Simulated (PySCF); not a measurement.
tin monoxide (OSn), SMILES [Sn]=[O] (connectivity only; charge and spin as stated), neutral, multiplicity 1.

Geometry: PBE0-D3(BJ)/def2-TZVP. The def2 effective core potentials stand for the cores of Sn; spin–orbit coupling is left out.

The numbers are results of PBE0-D3(BJ)/def2-TZVP run with PySCF 2.14.0, not measurements.

Frequencies are harmonic and unscaled.

Computed normal modes with their intensities:
```json
[
 {"mode": "1", "ν (cm⁻¹)": "873", "IR (km/mol)": "72.4", "Raman (Å⁴/amu)": "22.9", "depolarisation": "0.28", "moving atoms (share of kinetic energy)": "O 88 %, Sn 12 %"}
]
```
